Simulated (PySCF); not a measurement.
## SMILES C[SiH2]c1cc(Cl)cs1, C$_{5}$H$_{7}$ClSSi

Geometry (Å), atoms numbered from 1 in this order:
```xyz
15

C    -2.5696    0.8294    0.0224
Si   -1.5332   -0.7470   -0.1730
C     0.2891   -0.2731   -0.1420
C     1.2968   -0.7959    0.6104
C     2.5547   -0.2110    0.3408
Cl    4.0047   -0.6765    1.1422
C     2.5047    0.7546   -0.6159
S     0.9061    0.9578   -1.1988
H    -2.2949    1.5702   -0.7238
H    -3.6286    0.6189   -0.0930
H    -2.4276    1.2803    1.0010
H    -1.7463   -1.6837    0.9337
H    -1.8190   -1.3928   -1.4598
H     1.1526   -1.5723    1.3384
H     3.3061    1.3490   -1.0045
```

Level of theory: GIAO wB97X-D/pcSseg-1 magnetisability, rotational g tensor and spin-rotation constants, non-relativistic, gas phase (PySCF 2.14.0). Geometry: GFN2-xTB.

**Question.** Give the nuclear spin-rotation constants along the inertial axes (H = +C I·J) beside the isotropic shieldings.

**Answer.** Rotational constants 2.8407, 0.6072, 0.5261 GHz. A star marks the isotopologue with that one atom substituted, in its own axes.
| atom | isotope | Caa (kHz) | Cbb (kHz) | Ccc (kHz) | mean (kHz) | σ (ppm) |
| --- | --- | --- | --- | --- | --- | --- |
| Cl6 | 35Cl | 0.296 | 0.198 | 0.123 | 0.206 | 772.5 |
| H9 | 1H | -0.316 | 0.004 | -0.060 | -0.124 | 31.3 |
| H10 | 1H | 0.010 | -0.069 | -0.059 | -0.039 | 31.6 |
| H11 | 1H | -0.301 | -0.069 | 0.000 | -0.123 | 31.4 |
| H12 | 1H | -0.256 | 0.028 | -0.047 | -0.092 | 27.1 |
| H13 | 1H | -0.209 | -0.051 | 0.014 | -0.082 | 27.1 |
| H14 | 1H | -0.276 | 0.065 | -0.059 | -0.090 | 24.6 |
| H15 | 1H | -0.061 | 0.018 | -0.060 | -0.034 | 24.5 |
| C1 | 13C* | 0.294 | 0.065 | 0.060 | 0.140 | 190.8 |
| Si2 | 29Si* | -1.585 | -0.348 | -0.307 | -0.747 | 398.7 |
| C3 | 13C* | 1.244 | 0.268 | 0.072 | 0.528 | 40.1 |
| C4 | 13C* | 1.019 | 0.281 | 0.091 | 0.464 | 44.5 |
| C5 | 13C* | 1.329 | 0.180 | 0.107 | 0.539 | 49.7 |
| C7 | 13C* | 1.198 | 0.237 | 0.085 | 0.507 | 48.1 |
| S8 | 33S* | 1.145 | 0.250 | 0.161 | 0.518 | 247.8 |

For the geometry as given, no vibrational averaging.

**Question.** How do the rotational constants and the g tensor change when H9, H10, H11, H12, H13, H14, H15 are replaced by deuterium?

**Answer.** Constants 2.5093, 0.5597, 0.4866 GHz; g -0.0364, -0.0106, 0.0022, against -0.0411, -0.0114, 0.0025 before.
